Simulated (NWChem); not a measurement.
# CH$_{3}$Cl$_{3}$Si; SMILES C[Si](Cl)(Cl)Cl

Give the equilibrium geometry at B3LYP/6-31G* (spherical d) (NWChem) as an XYZ file, with the point group.

point group C3v; any orientation.
```
8

C      0.0000     0.0000    -2.1281
Si     0.0000     0.0000    -0.2669
Cl    -0.7822     1.7694     0.4561
Cl    -1.1412    -1.5621     0.4561
Cl     1.9234    -0.2073     0.4561
H      0.6065     0.8295    -2.5062
H      0.4151    -0.9400    -2.5062
H     -1.0216     0.1105    -2.5062
```
